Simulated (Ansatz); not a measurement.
`[SiH3][O][Ge][Cl]`, 7 atoms. The species carries charge 0 and has multiplicity 1. Correlated methods include outer-core shells of Ge, which these sets cover unevenly. Scalar relativity is left out up to krypton. All runs use 2 threads of a server CPU on a shared host. Correlated methods freeze the cores.

Question: How many basis functions does each run have, and how long does it take in Ansatz? RKS B3LYP-D4/def2-TZVPP energy and forces; RHF-CCSD(T)/def2-SVP energy; RKS PBE0-D4/def2-TZVP frequencies; RHF-MP2/def2-QZVPP energy; RKS BLYP-D4/def2-TZVPP energy; RKS ωB97M-V/def2-QZVPP energy; RKS PBE0-D4/def2-TZVPP energy; RKS PBE0-D4/def2-QZVPP energy; RKS PBE0-D4/def2-SVP energy; RKS B2PLYP (frozen core)/def2-TZVPP energy; RHF-CCSD(T)/def2-TZVPP energy; RKS ωB97M-V/def2-SVP energy. (Estimate.)

Answer: Ansatz gave: Other jobs shared the machine, so times are rough.

```json
{"level": "RKS PBE0-D4/def2-SVP", "job": "energy", "functions": "97", "wall time": "2 s", "peak host memory (GiB)": "0.2"}
{"level": "RKS BLYP-D4/def2-TZVPP", "job": "energy", "functions": "205", "wall time": "2.9 s", "peak host memory (GiB)": "0.26"}
{"level": "RKS PBE0-D4/def2-TZVPP", "job": "energy", "functions": "205", "wall time": "4.8 s", "peak host memory (GiB)": "0.61"}
{"level": "RHF-CCSD(T)/def2-SVP", "job": "energy", "functions": "97", "wall time": "6 s", "peak host memory (GiB)": "0.32"}
{"level": "RKS B3LYP-D4/def2-TZVPP", "job": "energy and forces", "functions": "205", "wall time": "7.5 s", "peak host memory (GiB)": "0.61"}
{"level": "RKS ωB97M-V/def2-SVP", "job": "energy", "functions": "97", "wall time": "8.5 s", "peak host memory (GiB)": "0.3"}
{"level": "RKS B2PLYP (frozen core)/def2-TZVPP", "job": "energy", "functions": "205", "wall time": "8.5 s", "peak host memory (GiB)": "0.48"}
{"level": "RKS PBE0-D4/def2-QZVPP", "job": "energy", "functions": "376", "wall time": "14 s", "peak host memory (GiB)": "1.4"}
{"level": "RHF-MP2/def2-QZVPP", "job": "energy", "functions": "376", "wall time": "27 s", "peak host memory (GiB)": "1.7"}
{"level": "RKS ωB97M-V/def2-QZVPP", "job": "energy", "functions": "376", "wall time": "28 s", "peak host memory (GiB)": "1.5"}
{"level": "RHF-CCSD(T)/def2-TZVPP", "job": "energy", "functions": "205", "wall time": "2.1 min", "peak host memory (GiB)": "2.5"}
{"level": "RKS PBE0-D4/def2-TZVP", "job": "frequencies", "functions": "171", "wall time": "2.4 min", "peak host memory (GiB)": "0.47"}
```

B3LYP here is the variant with VWN-RPA as its local correlation; programs differ in this.
